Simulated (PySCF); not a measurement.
Species: CH₄BrGeN.
Z-matrix (Å and degrees, PBE0-D3(BJ)/def2-SVP geometry), rows numbered from 1:
```
C 
N   1  1.2619
Ge  2  1.8418  1  124.03
Br  3  2.3274  2  111.43  1     0.64
H   1  1.1097  2  124.56  3    -0.62
H   1  1.1055  2  119.48  3   179.32
H   3  1.5323  2  108.34  1   119.16
H   3  1.5323  2  108.37  1  -117.26
```

Method: PBE0-D3(BJ)/def2-SVP geometry optimisation, gas phase (PySCF 2.14.0).

Masses are those of the commonest isotopes; rigid-rotor values at the optimised geometry. The values belong to one conformer with, in the numbering `[CH2:1]=[N:2][GeH2:3][Br:4]`, C1–N2–Ge3–Br4 1°.

(1) What are A, B and C (cm⁻¹)?

(2) What kind of rotor is it?

(3) What does the inertial defect say?

(4) Which types of transition are allowed, and where do some lines up to J = 5 fall?

(5) Estimate the classical rotational partition function at 10 K, 50 K and 500 K.

Answers

(1) Ia = 106.05, Ib = 303.61, Ic = 403.04 u·Å²; 505379 MHz·u·Å²/I gives 4766, 1665 and 1254 MHz, that is A = 0.15897, B = 0.05552, C = 0.04183 cm⁻¹.

(2) An asymmetric top. Ray's parameter κ = (2B − A − C)/(A − C) = -0.766; −1 is the prolate and +1 the oblate limit.

(3) Not planar: Δ = Ic − Ia − Ib = -6.62 u·Å². For a rigid frame Δ = −2 Σ m c², so Σ m c² = 3.31 u·Å² lies off the ab plane, practically all of it from hydrogen. The atom farthest from that plane is 1.29 Å away.

(4) The dipole components are |μa| = 0.78 D, |μb| = 0.38 D, |μc| = 0.00 D; the mirror of this Cs structure is the ab plane, so μc vanishes by symmetry (the 0.01 D computed is a residue) and there are no c-type lines. The squared components, which scale the intensities, stand as 1.00 : 0.24 (a : b). Some of the stronger lines:

```tsv
type	branch	J(Ka,Kc)	MHz	lower level (cm⁻¹)
b	R	2(0,2) ← 1(1,1)	2698	0.201
b	Q	3(1,2) ← 3(0,3)	4702	0.578
b	Q	4(1,3) ← 4(0,4)	5803	0.955
b	R	3(0,3) ← 2(1,2)	5876	0.382
b	R	1(1,1) ← 0(0,0)	6020	0.000
a	R	3(1,3) ← 2(1,2)	8117	0.382
b	R	3(1,3) ← 2(0,2)	10845	0.291
a	R	5(2,3) ← 4(2,2)	15187	1.432
a	R	5(1,4) ← 4(1,3)	15428	1.149
b	Q	4(3,1) ← 4(2,2)	16119	1.432
b	Q	5(5,0) ← 5(4,1)	29678	3.229
```

(5) Point group Cs, symmetry number σ = 1; q = (√π/σ)·√((kT/h)³/(ABC)), k/h = 20836.6 MHz/K: 1690 at 10 K, 18900 at 50 K, 598000 at 500 K.

Not checked by PBE0-D3(BJ)/def2-SVP frequencies. Constants of a rigid frame at the computed geometry: no zero-point averaging, no centrifugal distortion. Quadrupole hyperfine structure (14N, 79Br) is left out.
